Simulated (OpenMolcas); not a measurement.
## Dy3+: moving or changing the point charges

Dy3+ among 6 point charges of -1 e arranged as an octahedron (Oh), 2.66 Å from the ion.

| Quantity | Value |
| --- | --- |
| Program | OpenMolcas |
| Method | CASSCF |
| Basis | ANO-RCC-VTZP [8s7p5d3f2g1h] |
| Scalar Hamiltonian | DKH2, point nucleus |
| Active space | 9 electrons in 7 orbitals (4f) |
| State averaging | 2S+1 = 6 odd, 21 roots; 2S+1 = 4 odd, 115 roots kept (CI in the orbitals of an earlier block, 108 in the spin-orbit step); 2S+1 = 2 odd, 82 roots kept (CI in the orbitals of an earlier block, 41 in the spin-orbit step) |
| Spin-orbit coupling | RASSI with atomic mean-field integrals over the reference wave functions |

Runs around this geometry, states (labels of O, the rotations of Oh). Energies in cm-1 above the lowest state or level, χT in cm3 K/mol; under a threefold ground state the first gap can be a small split of the lowest multiplet, not the spin-orbit step.

```csv
R (Å),Ground state,First state of that spin,First gap with spin-orbit (degeneracies),Width of lowest J,χT at 300 K
2.66,6T1,6T2 45.4,"6.5 (2, 4)",103,14.053
2.79,6T1,6T2 35.0,"5.0 (2, 4)",81,14.059
3.13,6T1,6T2 18.8,"2.7 (2, 4)",46,14.064
```

Taking the width of the lowest J multiplet as R^-n, n = -ln(46 / 103) / ln(3.13 / 2.66) = 5.0 between the shortest and longest distance.

High states are left out of the spin-orbit mixing, which shifts the levels that they would mix with. Point charges carry no covalency, so the field is a model and not that of real ligands. A group larger than the point group allows holds several states that coincide in this model. No measured value stands beside these numbers.
